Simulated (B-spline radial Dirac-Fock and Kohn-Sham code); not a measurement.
## Auger parameter of scandium: the K level and its strongest K-LL line

Method: relaxed Dirac-Fock hole states (ΔSCF) with Breit and QED corrections and a finite nucleus. Computed with an atomic code on a B-spline grid. The modified Auger parameter α′ is the binding energy plus the kinetic energy of the Auger electron; it does not depend on the energy zero. For free ions it tends to fall with charge, since less charge screens the final holes.

```csv
species,configuration,binding 1s (eV),Auger line,kinetic (eV),α′ (eV)
Sc,[Ar] 3d1 4s2,4500.0,L2L3 J=2,3619.0,8119.0
Sc,[Ar] 4s2 4p1,4507.8,L2L3 J=2,3606.7,8114.6
Sc,[Ar] 3d2 4s1,4494.8,L2L3 J=2,3628.9,8123.7
Sc⁺,[Ar] 3d1 4s1,4508.1,L2L3 J=2,3609.1,8117.2
Sc⁺,[Ar] 4s2,4515.4,L2L3 J=2,3597.4,8112.8
Sc²⁺,[Ar] 3d1,4517.7,L2L3 J=2,3598.2,8115.8
Sc²⁺ (Watson 1.8 Å),[Ar] 3d1,4501.7,L2L3 J=2,3614.1,8115.9
Sc²⁺ (Watson 3 Å),[Ar] 3d1,4508.1,L2L3 J=2,3607.8,8115.8
Sc³⁺,[Ne] 3s2 3p6,4536.6,L2L3 J=2,3573.7,8110.3
Sc³⁺ (Watson 2.4 Å),[Ne] 3s2 3p6,4518.6,L2L3 J=2,3591.7,8110.3
Sc⁷⁺,[Ne] 3s2 3p2,4652.0,L2L3 J=2,3467.5,8119.5
```
